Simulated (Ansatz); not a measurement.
C₂H₈FNOSi, singlet, geometry from GFN2-xTB; PBE/pcseg-0 (Ansatz, a first-principles code).

Ansatz was given this input:
Ansatz 0.2 input:
```yaml
crystal:
  periodic: [false, false, false]
  atoms:
    - {symbol: Si, position_ang: [0.57377623, -0.52832788, -0.32618818]}
    - {symbol: O, position_ang: [2.01772278, 0.13351426, -0.04139780]}
    - {symbol: F, position_ang: [0.33274328, -1.77442472, 0.66847199]}
    - {symbol: N, position_ang: [-0.69442107, 0.55623466, 0.06384079]}
    - {symbol: C, position_ang: [-0.64916391, 1.93815610, -0.35501240]}
    - {symbol: C, position_ang: [-2.04620920, 0.09696858, 0.28670031]}
    - {symbol: H, position_ang: [0.71116990, -1.07004944, -1.66249107]}
    - {symbol: H, position_ang: [2.26735368, 0.41663030, 0.83516660]}
    - {symbol: H, position_ang: [-1.20170615, 2.09502809, -1.28863981]}
    - {symbol: H, position_ang: [-1.09574316, 2.57239896, 0.41601063]}
    - {symbol: H, position_ang: [0.38297577, 2.24061249, -0.50930598]}
    - {symbol: H, position_ang: [-2.02847792, -0.92957656, 0.63985674]}
    - {symbol: H, position_ang: [-2.52538708, 0.72377331, 1.04338797]}
    - {symbol: H, position_ang: [-2.64633808, 0.14509070, -0.62942929]}
basis:
  gaussian:
    orbitals: pcseg-0.json
hamiltonian:
  xc: pbe
```
The basis file holds pcseg-0 in the JSON format of the Basis Set Exchange.

It wrote (shortened):

```
Functional definition: PBE
895 factors; integrals over basis functions are off by at most 4.8e-4 eV
mean field evaluation 1: about -16280.4464 eV, gradient 7.9e1 eV
mean field evaluation 2: about -16259.6430 eV, gradient 1.3e2 eV
mean field evaluation 4: about -16292.1592 eV, gradient 8.1e0 eV
mean field evaluation 8: about -16292.2401 eV, gradient 1.3e-1 eV
mean field evaluation 16: about -16292.2402 eV, gradient 1.6e-5 eV
mean field -16292.24018951 eV, -598.7287836874 hartree, gradient 1.6e-5 eV, S^2 0.000000; 0 other end points of the search recorded, 0 dependent functions left out
reference -16292.24022443 eV, -598.7287849708 hartree; 29, 29 occupied and 45, 45 virtual orbitals, 895 factors
Total energy: -16292.24022443 eV, -598.7287849708 hartree
```
